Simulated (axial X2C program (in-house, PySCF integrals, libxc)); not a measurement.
Potential curves of ScH⁺, two-component

Calculated with an in-house all-electron X2C program for linear molecules (integrals from PySCF). Two-component (2c) means X2C with spin–orbit coupling and atomic mean-field two-electron Coulomb and Gaunt terms. Basis: Sc dyall-cv3z [10s11p7d5f2g], H dyall-v3z [6s2p1d] (cores contracted in-house); Gaussian nuclei, density fitting, unrestricted open shells. Masses: Sc 44.956 u, H 1.008 u.

State: Ω = 3/2 (⟨Sz⟩ = -0.50, ⟨Lz⟩ = 2.00 at HF). Energies in eV from the lowest point of each curve. Fits are polynomials in 1 − R0/R over 0.85 to 1.23 times the lowest point R0.

```csv
R (Å),CCSD
1.6171,0.2056
1.6704,0.0964
1.7237,0.0301
1.7770,0.0000
1.8392,0.0030
1.9014,0.0395
1.9814,0.1252
```

Correlated methods: 11 electrons correlated (number of frozen shells: Sc 2 s, 1 p; H none), 235 virtual spin orbitals or spinors in MP2, 90 natural virtuals in coupled cluster.

Occupations by symmetry block were frozen at the best pattern of an incomplete PBE0 search. CCSD ran in a truncated set of natural virtual spinors with an MP2 remainder; without triples it tends to underbind. PBE0 can misorder states that lie within some tenths of an eV, so this need not be the ground state of the molecule. The nearest other 2c determinant of the search, Ω = 5/2, lies 0.02 eV up at the distance of the search. Coupled cluster ran on the points near the minimum only. MP2 and coupled cluster on one determinant become unreliable at the stretched end.

Question: What are Re and ωe at the CCSD level?

Answer: At CCSD, 2c: Re = 1.803 Å, ωe ≈ 1640 cm⁻¹; Be follows as 5.26 cm⁻¹.
